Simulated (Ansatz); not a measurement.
Cost and result for the atomization energy of Cl₂FH₃Si₂, SMILES `F[SiH](Cl)[SiH2]Cl` (8 atoms, 7 bonds).

```tsv
atom	x (Å)	y (Å)	z (Å)
F1	-1.845	-1.293	-0.097
Si2	-0.660	-0.501	-0.809
Cl3	-1.477	0.986	-1.954
Si4	0.699	0.515	0.804
Cl5	1.605	-0.955	1.923
H6	0.035	-1.448	-1.710
H7	1.752	1.321	0.140
H8	-0.109	1.375	1.703
```

Charge 0, multiplicity 1. The geometry is a stationary point of PBE0-D4/def2-TZVP. It is one conformer, not always the lowest. Program: Ansatz. All runs use 4 threads of an Intel Xeon Platinum 8375C on a shared host. Times are those of one run each, without the atoms' runs, and a repeat can differ threefold. Electronic energies, without spin–orbit coupling; frozen cores. CCSD(T)/CBS adds CCSD(T) − MP2 in def2-TZVPP to the MP2 limit, and its time is that of the two runs behind it. T1 = 0.011. B3LYP takes the VWN-RPA correlation (the form of Gaussian; ORCA's B3LYP/G).

CCSD(T)/CBS is a level of theory with its own doubt, some kJ/mol a heavy atom from the limit and from the frozen cores, so smaller differences don't rank the functionals.

```tsv
level	functions	wall time	atomization (kJ/mol)	difference from CCSD(T)/CBS	per bond
PBE-D4/def2-TZVPP (with forces)	241	2 s	2605.0	-8.3	-1.2
PBE0-D4/def2-TZVPP	241	2.7 s	2578.4	-34.9	-5.0
r2SCAN-D4/def2-TZVPP (with forces)	241	3.5 s	2613.9	0.6	0.1
B3LYP-D4/def2-TZVPP (with forces)	241	4 s	2572.9	-40.4	-5.8
B2PLYP/def2-TZVPP	241	4 s	2551.9	-61.4	-8.8
ωB97X-V/def2-TZVPP	241	6 s	2625.8	12.5	1.8
ωB97M-V/def2-TZVPP (with forces)	241	8.5 s	2609.7	-3.6	-0.5
MP2/def2-QZVPP	427	14 s	2638.3	25.0	3.6
CCSD(T)/def2-TZVPP	241	60 s	2523.7	-89.6	-12.8
CCSD(T)/CBS(def2)	–	74 s	2613.3	0.0	0.0
```

In def2-TZVPP, CCSD(T) changes the Hartree–Fock value by +553.7 kJ/mol (the triples alone add +37.9 kJ/mol) and MP2 by +614.2 kJ/mol; breaking electron pairs costs correlation energy, which Hartree–Fock lacks. From PBE to PBE0 (25 % exact exchange), in def2-TZVPP and without D4, the atomization energy moves by −23.4 kJ/mol: exact exchange takes away binding that semilocal exchange gives to molecules. The D4 term adds +38.6 kJ/mol with B3LYP and +20.3 kJ/mol with PBE0; it sums over pairs of atoms, weighted by their polarisabilities, and B3LYP, whose exchange is more repulsive, gets the larger term.
